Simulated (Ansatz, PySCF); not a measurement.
System: H$_{3}$Si$_{2}$OCl$_{2}$, net charge 0, doublet state. SMILES: [SiH2]O[SiH](Cl)Cl
Coordinates optimised at B3LYP-D3(BJ)/def2-TZVP (Ansatz, a first-principles code):
```xyz
8

Si     2.4809     0.1473    -0.2597
O      0.9266     0.2819    -0.8146
Si    -0.6461     0.1375    -0.4819
Cl    -1.0541    -1.7738     0.1348
Cl    -1.1625     1.4342     1.0188
H      2.6479    -1.1718     0.4074
H      3.3697     0.2629    -1.4439
H     -1.4351     0.4409    -1.6750
```
Charge 0, spin multiplicity 2.

Wanted: size of the dipole moment, in D. Set-up: spin-orbit terms left out; non-relativistic; 6-31G* and kin with 6d, 5d where marked; open shells spin-unrestricted; 6-311+G** with 5d, 6d on Na to Ar in Ansatz; LANL2DZ with its own core potentials from Na on; dispersion terms only where a functional's name holds one. Ab initio and DFT rows: single points at B3LYP-D3(BJ) geometries (Ansatz).

| level | program | size of the dipole moment (D) |
|---|---|---|
| PBE/3-21G | Ansatz | 2.08 |
| B3LYP/3-21G | Ansatz | 2.13 |
| B3LYP/LANL2DZ | Ansatz | 1.83 |
| B3LYP/6-311+G** | Ansatz | 1.30 |
| M06-2X/6-311+G** | PySCF | 1.45 |
| B3PW91/6-31G* (5d) | PySCF | 1.58 |

No value to compare with is used here. The 6 habitual levels span 1.30 (B3LYP/6-311+G**) to 2.13 D (B3LYP/3-21G).

The levels are drawn from those run, B3LYP/6-31G* more often than the rest, none by its result; left out are runs that failed, that the program found above a lower state of the same kind, or whose <S^2> lies over 0.5 above the pure value.
